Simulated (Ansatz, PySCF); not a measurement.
Species: GeI2 (charge 0, singlet). SMILES: [I][Ge][I]
Coordinates optimised at B3LYP-D3(BJ)/def2-TZVP (Ansatz, a program for electronic structure):
```
Ge
I 1 2.5828
I 1 2.5828 2 102.59
```
Charge 0, spin multiplicity 1.

Property: vertical ionisation energy (to the doublet state of charge +1; each state is the SCF solution reached for its spin), in eV. Correlated levels leave the core frozen unless marked. Open shells are spin-unrestricted. No spin-orbit coupling. The frozen core is the preceding noble-gas configuration, with the filled d and f shells of earlier blocks. Past Kr the def2 sets carry scalar-relativistic core potentials. CBS marks a two-point X^-3 extrapolation of the correlation energy; Hartree-Fock from the larger set. The bracket is a focal-point correction in the basis named.

```tsv
level	program	vertical ionisation energy (eV)	minus last row
HF/def2-SVPD	Ansatz	8.65	-0.60
HF/def2-TZVPPD	Ansatz	8.54	-0.71
HF/def2-QZVPPD	Ansatz	8.54	-0.71
SVWN5/def2-TZVPD	Ansatz	9.15	-0.10
B2PLYP/def2-TZVPD	Ansatz	9.08	-0.17
MP2/def2-TZVPPD	Ansatz	9.20	-0.05
RI-MP2/def2-QZVPPD	Ansatz	9.30	0.05
SCS-MP2/def2-SVPD	Ansatz	9.16	-0.09
CCSD/def2-TZVPPD	Ansatz	9.09	-0.16
RI-MP2/CBS(def2-TZVPPD,def2-QZVPPD)+[CCSD(T)-MP2]/def2-TZVPPD	Ansatz	9.25	0.00
```

For comparison, minus the highest occupied orbital energy (PySCF): 9.38 eV at HF/def2-TZVPD, 6.61 eV at r2SCAN/def2-TZVPD, 6.81 eV at TPSSh/def2-TZVPD.
